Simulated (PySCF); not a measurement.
**Magnetisability: `C(C(=C=C)[SiH2]C#N)O`, C$_{5}$H$_{7}$NOSi**

Molfile (atoms numbered from 1):
```
C5H7NOSi
     RDKit          3D

 15 14  0  0  0  0  0  0  0  0999 V2000
   -1.1983    2.5827   -0.2105 C   0  0  0  0  0  0  0  0  0  0  0  0
   -0.8208    1.3465   -0.1328 C   0  0  0  0  0  0  0  0  0  0  0  0
   -0.4133    0.1157   -0.0914 C   0  0  0  0  0  0  0  0  0  0  0  0
   -0.9457   -0.9210    0.8708 C   0  0  0  0  0  0  0  0  0  0  0  0
   -0.0635   -2.0165    0.9588 O   0  0  0  0  0  0  0  0  0  0  0  0
    0.9261   -0.5766   -1.2363 Si  0  0  0  0  0  4  0  0  0  0  0  0
    2.4133   -0.8056   -0.1215 C   0  0  0  0  0  0  0  0  0  0  0  0
    3.2817   -0.9350    0.6154 N   0  0  0  0  0  0  0  0  0  0  0  0
   -2.0178    2.8877   -0.8411 H   0  0  0  0  0  0  0  0  0  0  0  0
   -0.7129    3.3610    0.3559 H   0  0  0  0  0  0  0  0  0  0  0  0
   -1.1464   -0.4847    1.8570 H   0  0  0  0  0  0  0  0  0  0  0  0
   -1.8837   -1.3304    0.4799 H   0  0  0  0  0  0  0  0  0  0  0  0
    0.6908   -1.7796    1.5095 H   0  0  0  0  0  0  0  0  0  0  0  0
    0.5865   -1.8736   -1.8108 H   0  0  0  0  0  0  0  0  0  0  0  0
    1.2995    0.4373   -2.2247 H   0  0  0  0  0  0  0  0  0  0  0  0
  1  2  2  0
  2  3  2  0
  3  4  1  0
  4  5  1  0
  3  6  1  0
  6  7  1  0
  7  8  3  0
  1  9  1  0
  1 10  1  0
  4 11  1  0
  4 12  1  0
  5 13  1  0
  6 14  1  0
  6 15  1  0
M  END
```

The calculation used GIAO KT1/6-31G* magnetisability, rotational g tensor and spin-rotation constants, non-relativistic, gas phase (PySCF). Geometry: GFN2-xTB.

(1) How diamagnetic is it, and how anisotropic?

(2) Split it along the inertial axes a, b, c into diamagnetic and paramagnetic parts about the centre of mass, with the quadrupole moment.

(3) And the rotational g tensor?

Results:

(1) Isotropic -1139 × 10⁻³⁰ J/T², or -68.6 × 10⁻⁶ cm³/mol; principal values -1253, -1090, -1074 × 10⁻³⁰ J/T², anisotropy 171 × 10⁻³⁰ J/T² (root of half the summed squared differences of the principal values). The susceptibility is in cgs units.

(2) 
| axis | χ (10⁻⁶ cm³/mol) | diamagnetic (10⁻⁶ cm³/mol) | paramagnetic (10⁻⁶ cm³/mol) | summed x² of all electrons (Å²) | quadrupole Θ (D Å) |
| --- | --- | --- | --- | --- | --- |
| a | -72.1 | -628.3 | 556.2 | 208.9 | -3.51 |
| b | -65.6 | -1090.3 | 1024.7 | 100.0 | +0.27 |
| c | -68.0 | -1310.3 | 1242.3 | 48.1 | +3.25 |

Anisotropies 2χaa − χbb − χcc = -10.6 and 2χbb − χaa − χcc = +8.9 × 10⁻⁶ cm³/mol. Θ is traceless in Buckingham's convention.

(3) 
| axis | rotational constant (GHz) | g | nuclear part | electronic part |
| --- | --- | --- | --- | --- |
| a | 2.2886 | -0.0258 | 0.5722 | -0.5980 |
| b | 1.1852 | -0.0182 | 0.5523 | -0.5706 |
| c | 0.9698 | -0.0146 | 0.5514 | -0.5660 |

Asymmetric top; isotopes 12C, 1H, 14N, 16O, 28Si; no vibrational averaging.
